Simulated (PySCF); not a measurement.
C₃H₉NSi₂. Atoms are numbered in the order given.

```xyz
15

C      2.6119    -0.5372     0.0116
C      1.1244    -0.3758    -0.0852
N      0.4435    -1.2478    -0.7166
C     -0.9943    -1.1555    -0.8509
Si    -1.8106     0.3802     0.0002
Si     0.2510     1.1395     0.7389
H      2.9282    -0.5913     1.0664
H      2.9284    -1.4505    -0.5117
H      3.1258     0.3335    -0.4280
H     -1.4338    -2.0888    -0.4576
H     -1.2372    -1.1685    -1.9278
H     -2.7716    -0.0114     1.0753
H     -2.5079     1.2676    -0.9792
H      0.4894     1.1545     2.2153
H      0.7564     2.4239     0.1631
```
Charge 0, spin multiplicity 1.

Coordinates come from a PBE0-D3(BJ)/def2-SVP optimisation. This is a generated structure with no PubChem entry under its InChIKey; it may be hypothetical. Other conformers were not sampled.

Level of theory: KT2/pcSseg-1 (PySCF).

GIAO shieldings, no solvent; atoms alike by connectivity are averaged. δ = σ(ref) − σ: ¹³C against TMS (σ = 185.1 ppm); ¹⁵N against NH3 (σ = 266.2 ppm); ²⁹Si against TMS (σ = 361.9 ppm); ¹H against TMS (σ = 31.47 ppm), references at their B3LYP-D3(BJ)/def2-TZVP geometries, non-relativistic.

Computed chemical shifts:
```json
[
 {"nucleus": "¹³C", "atoms": "C2", "count": "1", "δ (ppm)": "172.6"},
 {"nucleus": "¹³C", "atoms": "C4", "count": "1", "δ (ppm)": "54.6"},
 {"nucleus": "¹³C", "atoms": "C1", "count": "1", "δ (ppm)": "32.4"},
 {"nucleus": "¹⁵N", "atoms": "N3", "count": "1", "δ (ppm)": "416.1"},
 {"nucleus": "²⁹Si", "atoms": "Si5", "count": "1", "δ (ppm)": "-71.5"},
 {"nucleus": "²⁹Si", "atoms": "Si6", "count": "1", "δ (ppm)": "-77.0"},
 {"nucleus": "¹H", "atoms": "H10, H11", "count": "2", "δ (ppm)": "4.69"},
 {"nucleus": "¹H", "atoms": "H14, H15", "count": "2", "δ (ppm)": "4.43"},
 {"nucleus": "¹H", "atoms": "H12, H13", "count": "2", "δ (ppm)": "4.07"},
 {"nucleus": "¹H", "atoms": "H7, H8, H9", "count": "3", "δ (ppm)": "2.69"}
]
```
